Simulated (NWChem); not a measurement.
System: Br anion

The following NWChem deck was run.

```
start job
memory heap 200 mb stack 900 mb global 1100 mb
charge -1
geometry units angstroms noautoz
  Br     0.000000     0.000000     0.000000
end
basis spherical
  * library aug-cc-pvdz
end
dft
  xc b3lyp
  iterations 150
  mulliken
end
task dft energy
```

Output (shortened):

```
             Northwest Computational Chemistry Package (NWChem) 7.3.0
             --------------------------------------------------------

                             Geometry "geometry" -> ""
                             -------------------------

 Output coordinates in angstroms (scale by  1.889725989 to convert to a.u.)

  No.       Tag          Charge          X              Y              Z
 ---- ---------------- ---------- -------------- -------------- --------------
    1 Br                  35.0000     0.00000000     0.00000000     0.00000000

 Effective nuclear repulsion energy (a.u.)       0.0000000000

                                 NWChem DFT Module
                                 -----------------

 Summary of "ao basis" -> "ao basis" (spherical)
 ------------------------------------------------------------------------------
       Tag                 Description            Shells   Functions and Types
 ---------------- ------------------------------  ------  ---------------------
 Br                       aug-cc-pvdz               14       36   6s5p3d

            General Information
            -------------------
          SCF calculation type: DFT
          Wavefunction type:  closed shell.
          No. of atoms     :     1
          No. of electrons :    36
           Alpha electrons :    18
            Beta electrons :    18
          Charge           :    -1
          Spin multiplicity:     1
          Use of symmetry is: off; symmetry adaption is: off
          Maximum number of iterations: 150
          AO basis - number of functions:    36
                     number of shells:    14
          Convergence on energy requested:  1.00D-06
          Convergence on density requested:  1.00D-05
          Convergence on gradient requested:  5.00D-04

              XC Information
              --------------
                         B3LYP Method XC Potential
                     Hartree-Fock (Exact) Exchange  0.200
                        Slater Exchange Functional  0.800 local
                    Becke 1988 Exchange Functional  0.720 non-local
              Lee-Yang-Parr Correlation Functional  0.810
                  VWN I RPA Correlation Functional  0.190 local

             Grid Information
             ----------------
          Grid used for XC integration:  medium
          Radial quadrature: Mura-Knowles
          Angular quadrature: Lebedev.
          Tag              B.-S. Rad. Rad. Pts. Rad. Cut. Ang. Pts.
          ---              ---------- --------- --------- ---------
          Br                  1.15      112           8.0       590
          Grid pruning is: on
          Number of quadrature shells:   112
          Spatial weights used:  Erf1

      Superposition of Atomic Density Guess
      -------------------------------------

 Sum of atomic energies:       -2572.37410375

 Renormalizing density from      35.00 to     36

      Non-variational initial energy
      ------------------------------

 Total energy =   -2616.039067
 1-e energy   =   -3683.352001
 2-e energy   =    1067.312934
 HOMO         =       0.094079
 LUMO         =       0.329120

     ---------------------------------------------
      Total Density - Mulliken Population Analysis
     ---------------------------------------------

    Atom       Charge   Shell Charges
 -----------   ------   -------------------------------------------------------
    1 Br  35    36.00   2.00  2.00  2.06  0.60  1.24  0.11  6.00  6.04  1.47  3.08  1.41  9.78  0.25 -0.02

   convergence    iter        energy       DeltaE   RMS-Dens  Diis-err
 ---------------- ----- ----------------- --------- --------- ---------
 d= 0,ls=0.0,diis     1  -2573.7445013779 -2.57D+03  6.69D-02  6.61D+00
 d= 0,ls=0.0,diis     2  -2573.8765503351 -1.32D-01  4.01D-02  2.70D+00
 d= 0,ls=0.0,diis     3  -2574.2375376433 -3.61D-01  6.52D-03  6.41D-02
 d= 0,ls=0.0,diis     4  -2574.2477365750 -1.02D-02  1.09D-03  1.52D-03
 d= 0,ls=0.0,diis     5  -2574.2480737201 -3.37D-04  3.20D-05  2.40D-06
 d= 0,ls=0.0,diis     6  -2574.2480740995 -3.79D-07  2.23D-06  1.08D-08

         Total DFT energy =    -2574.248074099489
      One electron energy =    -3591.977412148317
           Coulomb energy =     1109.245774311486
    Exchange-Corr. energy =      -91.516436262659
 Nuclear repulsion energy =        0.000000000000

 Numeric. integr. density =       36.000000064755

                       DFT Final Molecular Orbital Analysis
                       ------------------------------------

 Vector   16  Occ=2.000000D+00  E=-3.064887D-02
              MO Center=  1.3D-14, -3.3D-14,  7.8D-16, r^2= 1.9D+00
   Bfn.  Coefficient  Atom+Function         Bfn.  Coefficient  Atom+Function
  ----- ------------  ---------------      ----- ------------  ---------------
    13      0.478154  1 Br px                16      0.460778  1 Br px
    15      0.186451  1 Br pz                18      0.179676  1 Br pz
    19      0.154828  1 Br px                21      0.060374  1 Br pz
    14     -0.029720  1 Br py                17     -0.028640  1 Br py

 Vector   17  Occ=2.000000D+00  E=-3.064887D-02
              MO Center= -6.7D-16, -5.9D-14, -7.3D-14, r^2= 1.9D+00
   Bfn.  Coefficient  Atom+Function         Bfn.  Coefficient  Atom+Function
  ----- ------------  ---------------      ----- ------------  ---------------
    15      0.446362  1 Br pz                18      0.430142  1 Br pz
    13     -0.184967  1 Br px                16     -0.178246  1 Br px
    14     -0.175573  1 Br py                17     -0.169193  1 Br py
    21      0.144534  1 Br pz                19     -0.059893  1 Br px
    20     -0.056851  1 Br py

[...]
```

Level: B3LYP/aug-cc-pVDZ. B3LYP is NWChem's, with the RPA form of VWN correlation.
